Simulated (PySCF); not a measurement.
Basis-set dependence of TlS at CCSD

PySCF, UHF reference; doublet, unpaired electrons π ↑; De to Tl + S without counterpoise correction. Frozen cores follow the default of each basis and core potential.

```csv
basis,relativity,functions,Re (Å),ωe (cm⁻¹),De (eV),frozen orbitals
def2-SVP,scalar-relativistic core potentials,44,2.614,278,2.38,9
cc-pVDZ-PP/cc-pV(D+d)Z,scalar-relativistic core potentials,46,2.623,268,2.39,9
def2-SVPD,scalar-relativistic core potentials,59,2.658,258,2.59,9
aug-cc-pVDZ-PP/aug-cc-pV(D+d)Z,scalar-relativistic core potentials,64,2.648,258,2.61,9
x2c-TZVPPall,spin-free X2C,125,2.595,269,2.69,39
```

Q: How does each smaller set differ from the one with most functions, x2c-TZVPPall?

A: def2-SVP: +1.9 pm, +3.3 % in ωe, -0.31 eV in De; cc-pVDZ-PP/cc-pV(D+d)Z: +2.8 pm, -0.4 % in ωe, -0.30 eV in De; def2-SVPD: +6.3 pm, -4.1 % in ωe, -0.10 eV in De; aug-cc-pVDZ-PP/aug-cc-pV(D+d)Z: +5.3 pm, -4.1 % in ωe, -0.08 eV in De. All at CCSD; the set with most functions is neither the basis-set limit nor always the best. The rows treat relativity differently, so the differences are not basis effects alone.

Correlated steps freeze the inner cores (9 to 39 orbitals); shallow outer-core shells are correlated. Correlated levels converge slowly with the basis: in double zeta they bind strong bonds too weakly, by up to about 1 eV, and carry superposition errors of some tenths. These are scalar-relativistic numbers at best; spin–orbit coupling would shift them, the dissociation energy most. The state is the lowest determinant that a PBE0 search found; another state may lie lower at other levels.
